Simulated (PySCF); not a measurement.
# A ladder of Hamiltonians for Mn¹⁵⁺ (manganese, charge +15)

Occupied: 1s1/2, 2s1/2, 2p1/2, 2p3/2. Hartree-Fock calculated with PySCF 2.14 in an uncontracted even-tempered set (17 s from 0.94 bohr⁻², ratio 2.7; 12 p from 1.1 bohr⁻², ratio 2.7), Gaussian nucleus throughout. NR is non-relativistic, sf-X2C the spin-free one-electron X2C Hamiltonian, X2C adds the bare one-electron spin-orbit term, X2C-SNSO screens it by Boettger's factors, DC is four-component Dirac-Coulomb, and the Gaunt and Breit terms are added at first order (total energies over the DC spinors, levels after relaxing the spinors in that mean field). QED terms are absent. Levels marked empty are virtual spinors of this ion.

```json
{"Hamiltonian": "NR", "E (hartree)": "-1046.4287"}
{"Hamiltonian": "sf-X2C", "E (hartree)": "-1053.6845"}
{"Hamiltonian": "X2C", "E (hartree)": "-1053.7017"}
{"Hamiltonian": "X2C-SNSO", "E (hartree)": "-1053.6990"}
{"Hamiltonian": "DC", "E (hartree)": "-1053.8424"}
{"Hamiltonian": "DC+Gaunt", "E (hartree)": "-1053.4243"}
{"Hamiltonian": "DC+Breit", "E (hartree)": "-1053.4583"}
```

```json
{"level (eV)": "1s1/2", "NR": "-7031.7", "sf-X2C": "-7086.6", "X2C": "-7086.5", "X2C-SNSO": "-7086.5", "DC": "-7089.4", "DC+Gaunt": "-7082.5", "DC+Breit": "-7082.8"}
{"level (eV)": "2s1/2", "NR": "-1247.8", "sf-X2C": "-1260.5", "X2C": "-1260.5", "X2C-SNSO": "-1260.5", "DC": "-1260.8", "DC+Gaunt": "-1260.2", "DC+Breit": "-1260.3"}
{"level (eV)": "2p1/2", "NR": "-1135.6", "sf-X2C": "-1138.6", "X2C": "-1146.7", "X2C-SNSO": "-1146.1", "DC": "-1146.1", "DC+Gaunt": "-1145.2", "DC+Breit": "-1145.3"}
{"level (eV)": "2p3/2", "NR": "-1135.6", "sf-X2C": "-1138.6", "X2C": "-1134.7", "X2C-SNSO": "-1135.0", "DC": "-1135.1", "DC+Gaunt": "-1134.5", "DC+Breit": "-1134.6"}
{"level (eV)": "3s1/2 (empty)", "NR": "-431.26", "sf-X2C": "-434.37", "X2C": "-434.37", "X2C-SNSO": "-434.37", "DC": "-434.42", "DC+Gaunt": "-434.30", "DC+Breit": "-434.31"}
{"level (eV)": "3p1/2 (empty)", "NR": "-399.57", "sf-X2C": "-400.64", "X2C": "-402.24", "X2C-SNSO": "-402.11", "DC": "-402.12", "DC+Gaunt": "-401.93", "DC+Breit": "-401.95"}
{"level (eV)": "3p3/2 (empty)", "NR": "-399.57", "sf-X2C": "-400.64", "X2C": "-399.85", "X2C-SNSO": "-399.92", "DC": "-399.94", "DC+Gaunt": "-399.81", "DC+Breit": "-399.84"}
```

Task: How large are the two-electron picture-change error of X2C and the Breit correction in the total energy?

Result: X2C-1e lies 0.1408 hartree above Dirac-Coulomb; Gaunt adds 0.4181 and the full Breit term 0.3841 hartree.

| interval (eV) | X2C | X2C-SNSO | DC | DC+Gaunt | DC+Breit |
| --- | --- | --- | --- | --- | --- |
| 2p3/2 − 2p1/2 | 12.06 | 11.09 | 10.97 | 10.68 | 10.68 |
| 3p3/2 − 3p1/2 | 2.388 | 2.195 | 2.177 | 2.113 | 2.113 |

Weight of the small component: 1s1/2 0.00808, 2s1/2 0.00152, 2p1/2 0.00149, 2p3/2 0.00147, 3s1/2 0.000469, 3p1/2 0.000450, 3p3/2 0.000447.

Koopmans' value for the highest occupied level at DC+Breit: 1134.6 eV, against an ionisation energy of 1133.7 ± 0.6 eV (semi-empirical (NIST evaluation); NIST Atomic Spectra Database, ionization energies); the former lacks relaxation, correlation, QED and recoil.

The whole ladder took 56 s of wall time on 1 thread of Neoverse-V1 (shared host), launched as `OMP_NUM_THREADS=1 python relrun2.py TASK.json OUT` (a driver that calls PySCF for each Hamiltonian).

Dirac-Coulomb iterations, started from the X2C spinors:

```
with_ssss True, with_gaunt False, with_breit False
light speed = 137.03599967994
init E= -1053.26497718675
cycle= 1 E= -1053.84243005198  delta_E= -0.577  |g|= 0.138  |ddm|= 0.0163
cycle= 2 E= -1053.84244572291  delta_E= -1.57e-05  |g|= 0.00286  |ddm|= 0.00137
cycle= 3 E= -1053.84244582881  delta_E= -1.06e-07  |g|= 0.00026  |ddm|= 0.000155
cycle= 4 E= -1053.84244582973  delta_E= -9.21e-10  |g|= 1.36e-06  |ddm|= 1.22e-05
```
